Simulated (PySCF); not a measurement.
# Computed records: H₅OSi₂, ClH₅OSi₂

All values are calculated (PySCF 2.14.0). Calculation on a computer-drawn molecule: the log of a Hartree-Fock and frozen-core CCSD(T) single point meant for a local Hartree-Fock minimum, with one planted fault or none, to be diagnosed. Offsets are logged minus clean, where the clean run is the same molecule without the fault. The reference is restricted for singlets and unrestricted otherwise, and also for a bond in bohr or an excited solution. Adding or removing an electron swaps singlet and doublet. The excited solution moves the top pair (singlet) or top alpha electron (doublet) to the lowest empty orbital. Highest occupied and lowest empty are orbital energies over both spins, largest force is the largest gradient component, triples share is (T) over the correlation energy, the T1 limit is 0.02 restricted and 0.045 unrestricted, electrons count all cores, a negative frequency is imaginary (commonest isotopes), and the dipole is about the centre of nuclear charge.

Common to all runs: meant multiplicity 1; meant basis cc-pV(D+d)Z; logged SCF converged yes; logged CC converged yes; logged SCF stable within its kind yes; possible faults no fault, one electron removed, one electron added, multiplicity raised by two, geometry at a saddle point, SCF held on an excited solution, minimal basis STO-3G, one bond length entered in bohr, all coordinates scaled.

(1) H₅OSi₂

Logged structure:
```xyz
8
H5OSi2
O      0.3230     1.3111    -0.8745
Si     0.8978     0.1214     0.0812
Si    -0.7749     0.5881     1.7527
H      0.6651     1.5575    -1.7259
H      2.2172     0.3550     0.6737
H      0.5132    -2.4632    -0.8343
H     -2.1316     0.0245     1.7256
H     -0.6111     1.5911     2.8141
```

- meant charge: 1
- logged electrons: 40
- logged basis functions: 85
- logged spin squared: 0.8443
- logged highest occupied: -14.284 eV
- logged lowest empty: -5.6814 eV
- logged largest force: 0.010066 hartree/bohr
- logged T1 diagnostic: 0.043793
- logged D1 diagnostic: 0.18049
- logged triples share: 0.030027
- logged dipole magnitude: 2.4384 debye
- logged energy HF: -655.27565 hartree
- logged energy CCSD(T): -655.67813 hartree
- planted fault: one bond length entered in bohr, row 5 of the drawn bonds
- HF energy offset from clean run: 72 kcal/mol
- CCSD(T) energy offset from clean run: 78.49 kcal/mol

Drawn bonds:
```
atom  other atom  order
   1           2      1
   2           3      1
   1           4      1
   2           5      1
   2           6      1
   3           7      1
   3           8      1
```

(2) ClH₅OSi₂

Logged structure:
```xyz
9
ClH5OSi2
O     -0.1792    -0.4690    -2.5467
Si    -1.3576    -0.6343    -1.3952
Si    -0.8647     0.6615     0.5192
Cl    -2.3432     0.2855     1.9465
H      0.6513    -0.9056    -2.4325
H     -1.5055    -2.0484    -0.9782
H     -2.6119    -0.1566    -2.0051
H     -0.8717     2.1131     0.2497
H      0.4330     0.2959     1.1266
```

* meant charge: 0
* logged electrons: 58
* logged basis functions: 108
* logged spin squared: 2.0098
* logged highest occupied: -4.8907 eV
* logged lowest empty: -2.2109 eV
* logged largest force: 0.032631 hartree/bohr
* logged T1 diagnostic: 0.027088
* logged D1 diagnostic: 0.16417
* logged triples share: 0.028187
* logged dipole magnitude: 2.2831 debye
* logged energy HF: -1115.0387 hartree
* logged energy CCSD(T): -1115.63525 hartree
* planted fault: multiplicity raised by two
* HF energy offset from clean run: 128.1 kcal/mol
* CCSD(T) energy offset from clean run: 122.7 kcal/mol

Drawn bonds:
```
atom  other atom  order
   1           2      1
   2           3      1
   3           4      1
   1           5      1
   2           6      1
   2           7      1
   3           8      1
   3           9      1
```

(3) ClH₅OSi₂

Structure as in entry 2.

- meant charge: 0
- logged electrons: 58
- logged basis functions: 37
- logged spin squared: 0
- logged highest occupied: -8.2379 eV
- logged lowest empty: 8.8212 eV
- logged largest force: 0.037957 hartree/bohr
- logged T1 diagnostic: 0.0081556
- logged D1 diagnostic: 0.029248
- logged triples share: 0.015328
- logged dipole magnitude: 3.0216 debye
- logged energy HF: -1102.60926 hartree
- logged energy CCSD(T): -1102.76299 hartree
- planted fault: minimal basis STO-3G
- HF energy offset from clean run: 7928 kcal/mol
- CCSD(T) energy offset from clean run: 8200 kcal/mol

Drawn bonds:
```
atom  other atom  order
   1           2      1
   2           3      1
   3           4      1
   1           5      1
   2           6      1
   2           7      1
   3           8      1
   3           9      1
```
